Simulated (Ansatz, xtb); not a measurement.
# C4H10SSe: which of two isomers lies lower

Structure X: `C[C@H]([SeH])CCS`, a singlet. Structure Y: `C[C@H](S)CC[SeH]`, a singlet. Both are isolated molecules in the gas phase, relaxed with PBE-D3(BJ)/def2-SVP, each in the lowest conformer that the search found.

X (Å):

```yaml
atoms:
  - { symbol: C, position_ang: [0.8293, 0.4088, -1.1120] }
  - { symbol: C, position_ang: [0.1409, -0.4807, -0.0824] }
  - { symbol: C, position_ang: [1.1207, -1.3887, 0.6671] }
  - { symbol: C, position_ang: [0.4876, -2.4196, 1.6010] }
  - { symbol: S, position_ang: [-0.6839, -3.5799, 0.7904] }
  - { symbol: Se, position_ang: [-1.0028, 0.5864, 1.1573] }
  - { symbol: H, position_ang: [0.1001, 1.0382, -1.6570] }
  - { symbol: H, position_ang: [1.5686, 1.0834, -0.6315] }
  - { symbol: H, position_ang: [1.3773, -0.2125, -1.8533] }
  - { symbol: H, position_ang: [-0.6171, -1.1263, -0.5762] }
  - { symbol: H, position_ang: [0.1310, 1.4137, 1.6523] }
  - { symbol: H, position_ang: [1.7426, -1.9168, -0.0925] }
  - { symbol: H, position_ang: [1.8284, -0.7639, 1.2580] }
  - { symbol: H, position_ang: [1.2651, -2.9977, 2.1386] }
  - { symbol: H, position_ang: [-0.1342, -1.9028, 2.3616] }
  - { symbol: H, position_ang: [0.2367, -4.1815, -0.0165] }
```

Y (Å):

```xyz
16

C     0.8279    0.4708   -1.0698
C     0.1296   -0.4443   -0.0667
C     1.1133   -1.3526    0.6832
C     0.4815   -2.3738    1.6239
S    -0.9695    0.5039    1.0792
Se   -0.7153   -3.6867    0.7479
H     0.0976    1.1011   -1.6123
H     1.5480    1.1452   -0.5599
H     1.3973   -0.1270   -1.8130
H    -0.5996   -1.0963   -0.5965
H     0.0273    1.2572    1.6291
H     1.7444   -1.8755   -0.0703
H     1.8105   -0.7158    1.2759
H     1.2481   -2.9346    2.1909
H    -0.1830   -1.8611    2.3488
H     0.3774   -4.3456   -0.0161
```

Quicker runs give these differences E(Y) − E(X): GFN2-xTB −1.22 kcal/mol; HF/STO-3G −0.49 kcal/mol (at GFN2-xTB geometries); r2SCAN-D4/def2-SVP −0.56 kcal/mol (at GFN2-xTB geometries).

Problem. Estimate E(Y) − E(X) at the level CCSD(T)/def2-SVP + ΔMP2/def2-TZVPP.

Solution. Too close to call at this level: CCSD(T)/def2-SVP + ΔMP2/def2-TZVPP gives E(Y) − E(X) = −0.25 kcal/mol.

Level by level:

```tsv
level	geometry	E(Y) − E(X) (kcal/mol)	departure from the last row (kcal/mol)	job, with rough time for the two
GFN2-xTB	GFN2-xTB	−1.22	−0.97	optimisation, 0.14 s
HF/STO-3G	GFN2-xTB	−0.49	−0.24	single point, 0.44 s
r2SCAN-D4/def2-SVP	GFN2-xTB	−0.56	−0.31	single point, 4.1 s
PBE-D3(BJ)/def2-SVP	PBE-D3(BJ)/def2-SVP	−0.51	−0.27	optimisation, 31 s
HF/def2-SVP	PBE-D3(BJ)/def2-SVP	−0.68	−0.43	part of the CCSD(T) run
MP2/def2-SVP	PBE-D3(BJ)/def2-SVP	−0.53	−0.28	part of the CCSD(T) run
CCSD(T)/def2-SVP	PBE-D3(BJ)/def2-SVP	−0.59	−0.34	single point
CCSD(T)/def2-SVP + ΔMP2/def2-TZVPP	PBE-D3(BJ)/def2-SVP	−0.25		single point, 1.7 min
```

As drawn, both hold the same kinds of bond in the same numbers.

The largest departure from CCSD(T)/def2-SVP + ΔMP2/def2-TZVPP is that of GFN2-xTB, 0.97 kcal/mol. The last row adds to CCSD(T) the change of the MP2 difference between the two basis sets, here +0.34 kcal/mol.

With thermal terms from frequencies at re-optimised GFN2-xTB minima (ideal gas, soft modes damped towards free rotors, one conformer each, 298.15 K, 1 atm): the zero-point term adds −0.01 kcal/mol; ΔH is −0.28 and ΔG −0.26 kcal/mol.

The correlated steps freeze 18 core orbitals; the filled d shell of Se is correlated, in a basis made for valence electrons. Run with Ansatz 0.2.0, xtb 6.7.1; the last row on 4 threads of Arm Neoverse V2 on a shared host.
